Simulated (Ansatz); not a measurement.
The same path of AlB2H7Si (11 atoms, charge 0, multiplicity 1) was run twice with different band settings. Made: B1–Si3, B2–Al4.

Level of theory: RKS revPBE-D4/def2-SVP (Ansatz).

Relaxed end points:

```xyz
11
Properties=species:S:1:pos:R:3
B -0.829 1.986 0.020
B -0.787 0.595 -0.830
Si 0.960 -0.381 -0.749
Al 0.310 -1.873 1.124
H -0.644 3.062 -0.529
H -0.941 2.029 1.238
H -1.682 0.021 -1.424
H 2.158 0.438 -0.338
H 1.291 -1.197 -1.975
H -0.434 -3.264 0.829
H 0.598 -1.414 2.634
```

```xyz
11
Properties=species:S:1:pos:R:3
B -0.346 1.706 -0.624
B -0.632 0.540 0.401
Si 1.071 0.292 -0.721
Al -0.077 -1.520 0.830
H -0.652 2.753 -1.134
H -1.394 0.728 -0.668
H -1.241 0.105 1.394
H 2.374 0.572 -0.036
H 1.197 -0.817 -1.739
H -0.947 -2.618 0.064
H 0.647 -1.741 2.234
```

Common settings: movable images 5; climbing image yes; spring 5.0 eV/Å²; optimiser quadratic models (default); force threshold 0.05 eV/Å; iteration limit 60; end points relaxed.

| run | start path |
| --- | --- |
| 1 | through a guess of the saddle point |
| 2 | straight line |

**Question.** What does each run give, and how far can it be trusted?

**Answer.** Run 1: converged after 28 iterations, highest image 0.081 eV above the first end. The profile has 2 maxima (images 1, 4) with wells between them (image 3): this band takes more than one step, which may be the mechanism or a detour left from its start path. A vibrational analysis at the climbing image gives one clearly imaginary mode, 386i cm⁻¹: a first-order saddle point.
Run 2: converged after 24 iterations, highest image 0.080 eV above the first end. The profile has 2 maxima (images 2, 5) with wells between them (image 4): this band takes more than one step, which may be the mechanism or a detour left from its start path. Another band between the same ends (5 images) ends at a top of the same energy, where a vibrational analysis finds 1 clearly imaginary mode.
